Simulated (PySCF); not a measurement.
C2H6OZn, triplet, at the geometry of the source list (a higher spin typed on purpose: for a closed-shell molecule this is an excited state); PBE0/6-31G (PySCF).

Here is a job for PySCF.
```python
from pyscf import gto, scf, dft

mol = gto.Mole()
mol.atom = '''
    Zn    1.018200    0.697800    0.890300
    C     0.341100   -0.641100   -0.457400
    C    -1.006800   -0.291500   -1.074500
    H     0.248900   -1.576300    0.092500
    H     1.063900   -0.805900   -1.250700
    H    -0.955200    0.621200   -1.663600
    H    -1.774500   -0.165800   -0.314200
    H    -1.321200   -1.099200   -1.737900
    O     0.921100    1.329300    2.507700
    H     1.464500    1.931400    3.007900
'''
mol.basis = '6-31g'
mol.charge = 0
mol.spin = 2
mol.verbose = 4
mol.build()

mf = dft.UKS(mol)
mf.xc = 'pbe0'
mf.kernel()
```

**Question.** What does PySCF print? Leave out banner, timings and long lists.

**Answer.** 
```
PySCF version 2.14.0

[INPUT] verbose = 4
[INPUT] num. atoms = 10
[INPUT] num. electrons = 56
[INPUT] charge = 0
[INPUT] spin (= nelec alpha-beta = 2S) = 2
[INPUT] symmetry False subgroup None
[INPUT] Mole.unit = angstrom
[INPUT] Symbol           X                Y                Z      unit          X                Y                Z       unit  Magmom
[INPUT]  1 Zn     1.018200000000   0.697800000000   0.890300000000 AA    1.924119140032   1.318650889722   1.682423168700 Bohr   0.0
[INPUT]  2 C      0.341100000000  -0.641100000000  -0.457400000000 AA    0.644585581089  -1.211503418459  -0.864360729376 Bohr   0.0
[INPUT]  3 C     -1.006800000000  -0.291500000000  -1.074500000000 AA   -1.902576262212  -0.550855165311  -2.030510720845 Bohr   0.0
[INPUT]  4 H      0.248900000000  -1.576300000000   0.092500000000 AA    0.470352832404  -2.978775290152   0.174799666522 Bohr   0.0
[INPUT]  5 H      1.063900000000  -0.805900000000  -1.250700000000 AA    2.010479623925  -1.522930283787  -2.363480463994 Bohr   0.0
[INPUT]  6 H     -0.955200000000   0.621200000000  -1.663600000000 AA   -1.805066394185   1.173897868580  -3.143748380826 Bohr   0.0
[INPUT]  7 H     -1.774500000000  -0.165800000000  -0.314200000000 AA   -3.353319008041  -0.313316591453  -0.593751948338 Bohr   0.0
[INPUT]  8 H     -1.321200000000  -1.099200000000  -1.737900000000 AA   -2.496706155775  -2.077186956122  -3.284155031882 Bohr   0.0
[INPUT]  9 O      0.921100000000   1.329300000000   2.507700000000 AA    1.740626733337   2.512012937384   4.738866202572 Bohr   0.0
[INPUT] 10 H      1.464500000000   1.931400000000   3.007900000000 AA    2.767503909426   3.649817036985   5.684107210079 Bohr   0.0

nuclear repulsion = 245.552016400999
number of shells = 38
number of NR pGTOs = 180
number of NR cGTOs = 66
basis = 6-31g
ecp = {}

******** <class 'pyscf.dft.uks.UKS'> ********
method = UKS
initial guess = minao
damping factor = 0
level_shift factor = 0
DIIS = <class 'pyscf.scf.diis.CDIIS'>
diis_start_cycle = 1
diis_space = 8
diis_damp = 0
SCF conv_tol = 1e-09
SCF conv_tol_grad = None
SCF max_cycles = 50
direct_scf = True
direct_scf_tol = 1e-13
number electrons alpha = 29  beta = 27
XC library pyscf.dft.libxc version 7.1.2
    S. Lehtola, C. Steigemann, M. J. T. Oliveira, and M. A. L. Marques,  SoftwareX 7, 1–5 (2018)
XC functionals = pbe0
    C. Adamo and V. Barone,  J. Chem. Phys. 110, 6158 (1999)
    M. Ernzerhof and G. E. Scuseria,  J. Chem. Phys. 110, 5029 (1999)
radial grids:
    Treutler-Ahlrichs [JCP 102, 346 (1995); DOI:10.1063/1.469408] (M4) radial grids

becke partition: Becke, JCP 88, 2547 (1988); DOI:10.1063/1.454033
pruning grids: <function nwchem_prune>
grids dens level: 3
symmetrized grids: False
atomic radii adjust function: <function treutler_atomic_radii_adjust>
small_rho_cutoff = 0
Set gradient conv threshold to 3.16228e-05
tot grids = 121808
init E= -1933.37468385509

cycle= 1 E= -1933.30521541884  delta_E= 0.0695  |g|= 0.625  |ddm|= 2.12

cycle= 2 E= -1931.30162070467  delta_E=    2  |g|= 1.94  |ddm|= 2.39

cycle= 3 E= -1933.44513531739  delta_E= -2.14  |g|= 0.221  |ddm|= 2.24

cycle= 4 E= -1933.42741276556  delta_E= 0.0177  |g|= 0.314  |ddm|= 0.723

cycle= 5 E= -1933.48027780355  delta_E= -0.0529  |g|= 0.0265  |ddm|= 0.322

cycle= 6 E= -1933.48083549706  delta_E= -0.000558  |g|= 0.0178  |ddm|= 0.0588

cycle= 7 E= -1933.48103866935  delta_E= -0.000203  |g|= 0.00733  |ddm|= 0.0241

cycle= 8 E= -1933.48113118088  delta_E= -9.25e-05  |g|= 0.00329  |ddm|= 0.0247

cycle= 9 E= -1933.48117060568  delta_E= -3.94e-05  |g|= 0.00238  |ddm|= 0.0165

cycle= 10 E= -1933.48119463017  delta_E= -2.4e-05  |g|= 0.00149  |ddm|= 0.013

cycle= 11 E= -1933.48122523858  delta_E= -3.06e-05  |g|= 0.000779  |ddm|= 0.0229

cycle= 12 E= -1933.48123895789  delta_E= -1.37e-05  |g|= 0.000949  |ddm|= 0.0167

cycle= 13 E= -1933.48123894747  delta_E= 1.04e-08  |g|= 0.000825  |ddm|= 0.00181

cycle= 14 E= -1933.4812443518  delta_E= -5.4e-06  |g|= 0.000558  |ddm|= 0.00874

cycle= 15 E= -1933.48125099424  delta_E= -6.64e-06  |g|= 0.000406  |ddm|= 0.0189

cycle= 16 E= -1933.48125169566  delta_E= -7.01e-07  |g|= 0.000492  |ddm|= 0.00371

cycle= 17 E= -1933.4812522131  delta_E= -5.17e-07  |g|= 5.18e-05  |ddm|= 0.00526

cycle= 18 E= -1933.48125223694  delta_E= -2.38e-08  |g|= 5.07e-05  |ddm|= 0.00142

cycle= 19 E= -1933.48125223857  delta_E= -1.62e-09  |g|= 1.38e-05  |ddm|= 0.000292

cycle= 20 E= -1933.48125223939  delta_E= -8.25e-10  |g|= 3.14e-06  |ddm|= 0.000236

Extra cycle  E= -1933.48125223943  delta_E= -3.41e-11  |g|= 5.06e-06  |ddm|= 2.04e-05
converged SCF energy = -1933.48125223943  <S^2> = 2.0066545  2S+1 = 3.0044331
```
